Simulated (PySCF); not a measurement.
BrGeH4P.
Cartesian coordinates in Å at the PBE0-D3(BJ)/def2-SVP level; atoms count from 1:
```xyz
7
BrGeH4P angstrom
P      1.363   -0.378   -0.729
Ge    -0.686    0.383    0.043
Br    -2.253   -1.151   -0.696
H      1.360   -1.483    0.177
H      2.090    0.464    0.172
H     -1.041    1.736   -0.595
H     -0.828    0.439    1.574
```

Level of theory: TDDFT CAM-B3LYP/def2-SVPD, vertical, gas phase, core orbitals frozen in the response (PySCF). Relativistic effects, spin–orbit coupling among them, are left out although an element past zinc is present.

Frontier orbitals with the atoms that hold most of them (Löwdin shares over 4%, at most four atoms; ? is withheld):

```json
{"orbital": "HOMO-3", "ε (eV)": "-11.00", "atoms": "Br3 41%, Ge2 23%, P1 22%, H5 6%"}
{"orbital": "HOMO-2", "ε (eV)": "-9.76", "atoms": "Br3 55%, P1 29%, Ge2 6%, H5 6%"}
{"orbital": "HOMO-1", "ε (eV)": "-9.56", "atoms": "?"}
{"orbital": "HOMO", "ε (eV)": "?", "atoms": "P1 45%, Br3 25%, Ge2 16%, H7 5%"}
{"orbital": "LUMO", "ε (eV)": "-0.03", "atoms": "?"}
{"orbital": "LUMO+1", "ε (eV)": "0.54", "atoms": "Ge2 36%, P1 21%, Br3 18%, H7 10%"}
{"orbital": "LUMO+2", "ε (eV)": "0.90", "atoms": "Ge2 29%, P1 28%, Br3 12%, H4 11%"}
```

(1) Give the leading atoms of the LUMO.

(2) Give the leading atoms of the HOMO-1.

(3) What is the HOMO energy, and the HOMO–LUMO gap?

Results:

(1) Br3 (bonded to Ge) 30%; Ge2 (bonded to Br, P and 2 H) 29%; P1 (bonded to Ge and 2 H) 16%; H7 (bonded to Ge) 10%.

(2) Br3 (bonded to Ge) 78%; Ge2 (bonded to Br, P and 2 H) 12%; H6 (bonded to Ge) 5%.

(3) ε(HOMO) = -9.07 eV; the gap is 9.03 eV (0.3320 hartree).

Task: The HOMO–LUMO gap is 9.03 eV. Where does the response calculation put the lowest singlet, and from which orbitals?

Result: S1 is at 5.84 eV (f = 0.033), 3.20 eV below the gap, made of HOMO→LUMO (80%), HOMO→LUMO+1 (9%). 

Task: Give energy, strength and leading configuration of S1, S2, S3 and S8, and follow the Löwdin shares of the leading atoms from the occupied to the empty orbital.

Result: 
- S1 (5.84 eV, f 0.033), HOMO→LUMO (80%): P1 45% → 16%, Br3 25% → 30%, Ge2 16% → 29%
- S2 (6.09 eV, f 0.012), HOMO-1→LUMO (85%): Br3 78% → 30%, Ge2 12% → 29%
- S3 (6.41 eV, f 0.022), HOMO-2→LUMO (71%): Br3 55% → 30%, P1 29% → 16%, Ge2 6% → 29%
- S8 (7.28 eV, f 0.014), HOMO-2→LUMO+1 (73%): Br3 55% → 18%, P1 29% → 21%, Ge2 6% → 36%

The run took 99 s on an Arm Neoverse V1 with one thread (shared host).

One conformer stands for the species.
